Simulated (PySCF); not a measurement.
# Rotational lines of KH

Lines J+1 ← J of the vibrational ground state, computed from RHF-CCSD(T) constants of KH, ¹Σ⁺ (singlet), closed shell (K 3-21G, H 3-21G; no relativity (PySCF 2.14); masses 38.9637 and 1.0078 u), in MHz:

```tsv
J	ν (MHz)
0	173586
1	347069
2	520342
3	693302
4	865846
```

(1) Find B0 and the effective bond length r0; with αe = 0.0804 cm⁻¹, find Re.

Correlated steps freeze 5 core orbitals. Where the molecule has an RHF reference, its open-shell atoms are computed with UHF. The CCSD T1 diagnostic is raised, a sign that a single reference may not be enough here. 3-21G is very small, so such numbers show the basis as much as the molecule.

## Answers

(1) ν = 2B0(J+1) − 4D(J+1)³ gives B0 = 2.8954 cm⁻¹. With the reduced mass μred = 0.98241 u, r0 = √(16.8576/(μred·B0)) (u, cm⁻¹, Å) = 2.4344 Å. Be = B0 + αe/2 = 2.9356 cm⁻¹ gives Re = 2.418 Å.
